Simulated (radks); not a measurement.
Q: These are the eigenvalues of the occupied orbitals of an atom or ion with whole-number occupations (hartree). All-electron calculation, non-relativistic Kohn-Sham, r2SCAN, spin-unpolarised, spherical densities, point nucleus; meta-GGA in the generalised Kohn-Sham scheme. Program: a radial shooting solver on a logarithmic mesh with Libxc functionals.

| orbital | eigenvalue |
|---|---|
| 1s | -1732.972 |
| 2s | -277.0847 |
| 2p | -263.4707 |
| 3s | -61.69540 |
| 3p | -55.63750 |
| 3d | -44.38358 |
| 4s | -12.64436 |
| 4p | -10.25027 |
| 4d | -5.99549 |
| 5s | -2.01587 |
| 5p | -1.36493 |
| 4f | -0.83544 |
| 5d | -0.44269 |
| 7p | -0.12098 |

Which element is it, and in what charge state? The configuration may be excited.

A: Z = 64, gadolinium, charge +1: Gd+ in [Xe] 4f7 5d1 7p1. The list shows which subshells hold electrons but not how many an open one holds; the 1s level, -1733 hartree, gives Z - s = 58.9 by -(Z - s)^2/2, which with screening narrows Z to a few neighbours, and the depths of the outer levels then fix element, charge and occupations together.
